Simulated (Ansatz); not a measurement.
A made-up structure of CH4BZn (charge -1), closed shell:

B1  (0.140, 0.411, -1.198)
C2  (-0.147, 0.767, 0.381)
Zn3  (-0.125, -0.992, 1.525)
H4  (0.353, -0.882, -1.620)
H5  (0.190, 1.348, -2.203)
H6  (-0.339, 1.908, 0.774)
H7  (-0.073, -2.560, 2.340)
(Å)

It is relaxed with PBE-D4/def2-SVPD and then PBE0-D4/def2-TZVPD (Ansatz 0.2.0). Atoms count as bonded within 1.22 times the sum of their covalent radii (H–H: 0.88 Å). The end point is not checked to be a true minimum.

(1) Does its bonding change? (Judge from chemistry; the calculation decides.)

Results:

(1) By the calculation: No: no bond forms or breaks.

Where it ends: The first stage lowers the energy by 1.30 eV in 9 steps. It ends as CH₄BZn ([BH2][CH][ZnH]), total charge -1:
```
atom    x (Å)    y (Å)    z (Å)
  B1   0.1245   0.3688  -1.0697
  C2  -0.1301   0.6845   0.3414
 Zn3  -0.1100  -0.8873   1.3613
  H4   0.3159  -0.7855  -1.4485
  H5   0.1668   1.2063  -1.9660
  H6  -0.3016   1.7019   0.6937
  H7  -0.0656  -2.2887   2.0877
```

Labels in which every atom is bracketed show which atoms are joined, not bond orders.

For scale, one of the runs: PBE0-D4/def2-TZVPD relaxation, 161 basis functions, launched by `ansatz run in.yaml --threads 2 --pin off --events-out ev --progress --plain --max-ram 4352MiB`. The run took about 68 s on 2 CPU threads of an Intel Xeon Platinum 8259CL (shared host).
